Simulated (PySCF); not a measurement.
**Radial density of Cr²⁺ (chromium, charge +2)**

M06-L, [Ar] 3d4, high-spin 5D determinant. All numbers are calculated (PySCF 2.14, the spin-free X2C one-electron Hamiltonian (Gaussian nucleus), in aug-cc-pVTZ-DK).

```
r (bohr)  4πr²ρ (e/bohr)  4πr²(ρα − ρβ)
0.000867          0.1251         0.0000
 0.00146          0.3200         0.0000
 0.00245          0.8052         0.0000
 0.00413           1.971        -0.0001
 0.00694           4.608        -0.0001
  0.0117           9.925        -0.0003
  0.0196           18.52        -0.0006
  0.0330           27.13        -0.0007
  0.0556           27.52         0.0016
  0.0935           21.88         0.0130
   0.157           28.29         0.0759
   0.264           27.50         0.4593
   0.445           10.91         1.7761
   0.748           13.38         3.2481
    1.26           6.941         2.3348
    2.12          0.8846         0.6039
    3.56         0.03891         0.0380
    5.99       9.195e-05         0.0001
```

Densities and radii are taken from the X2C orbitals without a picture-change correction, which distorts them close to the nucleus.
